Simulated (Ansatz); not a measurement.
Consider the formal exchange of groups at a B–O bond: `BO[SiH2]F` + `C=NC` → `B/C=N/C` + `O[SiH2]F`.

Isolated molecules relaxed with PBE0-D4/def2-TZVP in Ansatz; ΔE leaves out vibrations. CCSD(T)/CBS is the MP2 limit (def2-TZVPP, def2-QZVPP) plus CCSD(T) − MP2 in def2-TZVPP, frozen cores. Functionals use def2-TZVPP. HSE06 is defined as in plane-wave codes. One conformer a species, not always the lowest.

```tsv
level	ΔE (kJ/mol)	difference from CCSD(T)/CBS
LDA (SPW92)	123.5	-3.4
ωB97M-V	128.2	1.3
B2PLYP	129.4	2.5
HSE06	123.0	-3.9
BHLYP	132.5	5.6
HF/def2-SVP	144.7	17.8
SCS-MP2/def2-TZVPP	130.3	3.4
MP2/def2-QZVPP	128.2	1.3
SCS-MP2/def2-QZVPP	129.9	3.0
MP2/CBS(def2)	127.1	0.2
CCSD(T)/CBS	126.9	0
```

Largest T1 diagnostic among the species: 0.013.

At CCSD(T), def2-SVP lies +17.2 kJ/mol from the extrapolated value and def2-TZVPP +1.5 kJ/mol. Leaving LDA and LC-ωPBE aside and taking each functional with its dispersion term where it has one, the values, not all of them listed here, spread over 14.8 kJ/mol, from revPBE-D4 to BHLYP-D4. LDA lies +3.5 kJ/mol from PBE without D4. From BLYP to BHLYP (50 % exact exchange), in def2-TZVPP and without D4, ΔE moves by +6.6 kJ/mol.
